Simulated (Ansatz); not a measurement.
System: N$_{2}$H, net charge 0, doublet state. It need not be the lowest isomer of its formula. 
Structure (B3LYP-D3(BJ)/def2-TZVP (Ansatz, a first-principles code) minimum search):
```
N
N 1 1.1669
H 1 1.0598 2 117.89
```
Charge 0, spin multiplicity 2.

Parts of the frozen-core correlation energy in cc-pVDZ (Ansatz, hartree). Frozen orbitals: 2; correlated occupied orbitals by spin: 6 and 5; virtual: 25 and 26. UHF or UKS for open shells. Spin-orbit coupling is left out. No relativistic terms.

```tsv
term	value
reference (HF)	-109.43746
MP2 opposite-spin	(withheld)
MP2 same-spin	-0.07594
CCSD correlation	(withheld)
(T)	(withheld)
CCSDT minus CCSD(T)	-0.00081
CCSDT(Q) minus CCSD(T)	-0.00205
T1 diagnostic	0.040
largest doubles amplitude	0.126
<S^2> of the reference	0.850
```

Problem. What belongs in the gaps?

Solution. 
- MP2 opposite-spin, value: -0.21202
- CCSD correlation, value: -0.31335
- (T), value: -0.01084
